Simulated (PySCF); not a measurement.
# CeO2, valence singlet (4f shell in the core): molecular constants

These are results of PBE0/[Ce lcecp-2-TZVP with ECP46, O def2-TZVP], scalar-relativistic core potentials, density fitting, no spin–orbit coupling, PySCF, not measurements.

The structure is a minimum.

```json
{
  "Point group": "C2v",
  "Bond lengths": "Ce–O 1.862 Å (×2)",
  "Bond angles": "O–Ce–O 104.7°",
  "Principal polarisabilities": "24.9, 42.1, 53.8 bohr³",
  "Rotational symmetry number": "2",
  "Rotational constants": "0.5008, 0.2423, 0.1633 cm⁻¹",
  "Entropy at 298.15 K and 1 bar": "275.2 J/(mol K)",
  "Principal quadrupole moments (Buckingham, traceless) about the centre of mass": "-14.06, 1.58, 12.49 D Å",
  "Enthalpy at 298.15 K above 0 K": "11.44 kJ/mol",
  "Lowest empty level": "-2.27 eV",
  "Highest occupied level": "-6.70 eV",
  "Heat capacity Cp at 298.15 K": "45.3 J/(mol K)",
  "Zero-point energy": "11.8 kJ/mol",
  "Dipole moment": "7.88 D"
}
```

Harmonic modes (masses in u: Ce 139.905, O 15.995):
| symmetry | ω (cm⁻¹) | IR (km/mol) | μ (u) | type |
| --- | --- | --- | --- | --- |
| a1 | 279 | 11.1 | 17.47 | bend |
| b2 | 815 | 316 | 17.99 | stretch |
| a1 | 880 | 103 | 17.39 | stretch |

In C2v the vibrations span 2a1 + b2. Here b1 is antisymmetric to the molecular plane and b2 lies in it.

Charges (e):
```
atom  Mulliken  Löwdin  polar tensor  Mayer order to Ce1
 Ce1      1.30    0.97          1.95                   –
O2,3     -0.65   -0.49         -0.97                1.95
```

Mulliken populations on Ce1 (electrons outside its core potential): s 2.03, p 6.05, d 2.43, f 0.19.

Other isomers or separated fragments may lie lower. The 4f shell sits in the core potential, so its spin is not counted.

The final relaxation and frequency run took roughly 2.4 core-minutes on a shared host.
